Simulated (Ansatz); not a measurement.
`COCCF` and `BCOC` differ in one atom or group.

Ansatz, PBE0-D4/def2-TZVP geometries, multiplicity 1. Each molecule was computed in one conformer, which needn't be the lowest.

```json
{"property": "size of the dipole moment (B3LYP/def2-TZVPP) / D", "`COCCF`": "1.02"}
{"property": "ideal-gas entropy at 298 K and 1 bar (rigid rotor, harmonic PBE0-D4/def2-TZVP) / J/(mol·K)", "`COCCF`": "324"}
{"property": "HOMO energy (ωB97M-V/def2-TZVPP) / eV", "`COCCF`": "-9.90"}
{"property": "size of the dipole moment (ωB97M-V/def2-TZVPP) / D", "`COCCF`": "1.02"}
{"property": "LUMO energy (B3LYP/def2-TZVPP) / eV", "`COCCF`": "1.14"}
{"property": "LUMO energy (PBE0/def2-TZVPP) / eV", "`COCCF`": "1.51"}
```

Task: What does the change do to each property? (Estimate.)

Result: Ansatz gave: 
| property | `BCOC` | shift |
| --- | --- | --- |
| size of the dipole moment (B3LYP/def2-TZVPP) / D | 1.53 | 0.51 |
| ideal-gas entropy at 298 K and 1 bar (rigid rotor, harmonic PBE0-D4/def2-TZVP) / J/(mol·K) | 304 | -20 |
| HOMO energy (ωB97M-V/def2-TZVPP) / eV | -9.94 | -0.04 |
| size of the dipole moment (ωB97M-V/def2-TZVPP) / D | 1.54 | 0.52 |
| LUMO energy (B3LYP/def2-TZVPP) / eV | -1.62 | -2.76 |
| LUMO energy (PBE0/def2-TZVPP) / eV | -1.36 | -2.87 |

The zero-point energy changes by -31.8 kJ/mol with -3 modes. Dipoles are sizes alone; their direction can turn.

B3LYP here is the variant with VWN-RPA as its local correlation; programs differ in this.
